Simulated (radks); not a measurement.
Values are calculated unless marked as measured or tabulated.
Charge is removed step by step from the 5d level of Hf+, starting from [Xe] 4f14 5d1 6s2. Code: a radial shooting solver on a logarithmic mesh with Libxc functionals. Model: scalar-relativistic Kohn-Sham, PBE, spin-unpolarised, spherical densities, finite nucleus; Fermi nuclear charge, rms radius 5.347 fm.

| removed (e) | E - E(0) (eV) | eigenvalue (eV) | E minus straight line (eV) |
|---|---|---|---|
| 0 | 0.000 | -10.678 | 0.000 |
| 0.25 | 2.956 | -12.986 | -0.908 |
| 0.5 | 6.501 | -15.396 | -1.227 |
| 0.75 | 10.660 | -17.899 | -0.932 |
| 1 | 15.456 | -20.489 | 0.000 |

Removing the whole electron costs 15.456 eV by Delta-SCF, against 10.678 eV from minus the eigenvalue at the starting occupation. Slater's transition state (half an electron removed) gives 15.396 eV. Integrating minus the eigenvalue over the occupation (Janak's theorem) gives 15.458 eV. In this scalar-relativistic scheme the density is built from large components alone, so the theorem holds only approximately. The mean slope of the eigenvalue, de/dn, is 9.81 eV per electron.
